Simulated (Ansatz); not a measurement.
AlSi₈PH₁₆⁺, a doped cluster cut from the lattice of silicon (Al and P 4.5 A apart). Charge 1, multiplicity 2. Geometry PBE-D4/def2-SVP; atoms count from 1.

```xyz
26

Si   -1.539   -1.505   -1.564
Si    0.864   -2.404    0.582
Si    1.942    0.620   -2.141
P    -1.074    2.102   -0.602
Si    1.654    1.256    1.784
Si   -1.837   -0.224    2.146
Al    0.977   -1.631   -1.909
Si   -2.299    0.201   -0.126
Si    0.459   -0.733    2.188
Si    1.232    2.038   -0.402
H    -2.184   -2.767   -1.062
H    -2.051   -1.193   -2.956
H    -0.071   -3.572    0.734
H     2.302   -2.879    0.598
H     1.534    1.326   -3.412
H     3.444    0.672   -2.025
H    -1.410    2.551   -1.917
H    -1.602    3.166    0.194
H     3.139    1.031    1.853
H     1.232    2.305    2.777
H    -2.691   -1.396    2.540
H    -2.169    0.994    2.964
H     1.453   -2.861   -2.806
H    -3.697    0.678   -0.420
H     0.851   -1.279    3.539
H     1.540    3.505   -0.556
```

Single mean-field runs in def2-TZVP are fitted with def2-universal-jkfit.

Estimate the Mulliken populations from the PBE0/def2-TZVP orbitals of Ansatz.


| atom | charge (e) | spin (α − β) |
| --- | --- | --- |
| Si1 | -0.12 | 0.24 |
| Si2 | -0.07 | 0.42 |
| Si3 | -0.13 | 0.00 |
| P4 | -0.05 | 0.00 |
| Si5 | -0.01 | 0.00 |
| Si6 | -0.02 | 0.00 |
| Al7 | 0.28 | 0.21 |
| Si8 | 0.04 | 0.00 |
| Si9 | -0.03 | 0.01 |
| Si10 | 0.03 | 0.00 |
| H11 | 0.07 | -0.01 |
| H12 | 0.06 | 0.06 |
| H13 | 0.07 | -0.01 |
| H14 | 0.08 | 0.05 |
| H15 | 0.05 | 0.01 |
| H16 | 0.05 | 0.00 |
| H17 | 0.17 | 0.00 |
| H18 | 0.17 | 0.00 |
| H19 | 0.06 | 0.00 |
| H20 | 0.06 | 0.00 |
| H21 | 0.06 | 0.00 |
| H22 | 0.06 | 0.00 |
| H23 | -0.05 | 0.00 |
| H24 | 0.07 | 0.00 |
| H25 | 0.06 | 0.02 |
| H26 | 0.07 | 0.00 |
Mulliken values depend strongly on the basis.

Where does the spin sit?

Summed by element: Si 0.67, P 0.00, Al 0.21, H 0.12, of 1 unpaired in all. Largest on single atoms: Si2 0.42, Si1 0.24, Al7 0.21.

And the Mayer bond orders between heavy atoms (over 0.3)?

Si1–Al7 0.67 (2.54 Å); Si1–Si8 0.94 (2.36 Å); Si2–Al7 0.56 (2.61 Å); Si2–Si9 0.94 (2.35 Å); Si3–Al7 0.85 (2.46 Å); Si3–Si10 0.94 (2.35 Å); P4–Si8 0.88 (2.31 Å); P4–Si10 0.87 (2.32 Å); Si5–Si9 0.94 (2.36 Å); Si5–Si10 0.93 (2.36 Å); Si6–Si8 0.93 (2.36 Å); Si6–Si9 0.93 (2.35 Å).
